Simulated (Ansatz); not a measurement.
Total energies of Ge₃O₇H₂ from Ansatz at LDA (SPW92)/def2-TZVP, gas phase (1 Eh = 27.2114 eV = 2625.5 kJ/mol). The reference geometry is relaxed at r2SCAN-D4/def2-SVP.

Cartesian coordinates in Å:
```
Ge 0.915 -1.699 -0.007
Ge -0.889 -0.207 -1.593
Ge -0.242 0.911 0.898
O -0.568 2.036 2.172
O 0.307 -0.696 1.365
O 2.196 -2.705 0.050
O 0.933 0.223 -1.193
O 1.026 1.407 -0.328
O -0.522 -1.860 -1.124
O -1.593 0.725 -0.262
H -0.111 1.799 2.994
H -1.453 0.067 -2.971
```

| state | geometry | energy (Eh) |
| --- | --- | --- |
| charge 0 singlet | reference | -6745.98705 |
| charge 1 doublet | reference | -6745.62219 |
| charge -1 doublet | reference | -6746.02413 |
| free Ge atom (triplet) | – | -2073.74381 |
| free O atom (triplet) | – | -74.52292 |
| free H atom (doublet) | – | -0.47838 |

The structure holds one bond between oxygen atoms, so isomers without such links may lie far lower.

(1) Work out the vertical ionisation energy to the doublet.

(2) Work out the vertical electron affinity, to the doublet.

(3) Give the fundamental gap IE − EA, the Mulliken electronegativity (IE + EA)/2 and the hardness (IE − EA)/2.

(4) What is the binding energy per atom against free atoms?

(1) E(charge 1 doublet) − E(charge 0 singlet) = -6745.62219 − (-6745.98705) = 0.36486 Eh = 9.93 eV. For comparison, −ε of the highest occupied level is 6.67 eV at this level, 3.26 eV less.

(2) E(charge 0 singlet) − E(charge -1 doublet) = -6745.98705 − (-6746.02413) = 0.03708 Eh = 1.01 eV. The basis lacks diffuse functions, which makes affinities too small.

(3) From the values in Eh: IE − EA = 0.36486 − 0.03708 = 0.32778 Eh = 8.92 eV; (IE + EA)/2 = 5.47 eV; (IE − EA)/2 = 4.46 eV. The HOMO–LUMO gap of the same run is 3.20 eV, 5.72 eV smaller than the fundamental gap.

(4) Atoms: 3 × (-2073.74381) + 7 × (-74.52292) + 2 × (-0.47838) = -6743.84863 Eh. Binding: -6743.84863 − (-6745.98705) = 2.13842 Eh = 58.19 eV, or 4.85 eV for each of 12 atoms (no zero-point energy, no counterpoise term).

At LDA (SPW92)/def2-TZVP the gap within one spin of the charge 1 doublet nearly closes, so an electron or hole may be smeared out by delocalisation error. At LDA (SPW92)/def2-TZVP the gap within one spin of the charge -1 doublet nearly closes, so an electron or hole may be smeared out by delocalisation error. At LDA (SPW92)/def2-TZVP the highest occupied level of the charge -1 doublet lies above zero (up to 1.27 eV). By energy differences its removal costs 1.01 eV (vertical, to the charge 0 singlet, at LDA (SPW92)/def2-TZVP); self-interaction error and the lack of diffuse functions both raise the level.  

The structure comes from a short search, and lower isomers may exist.
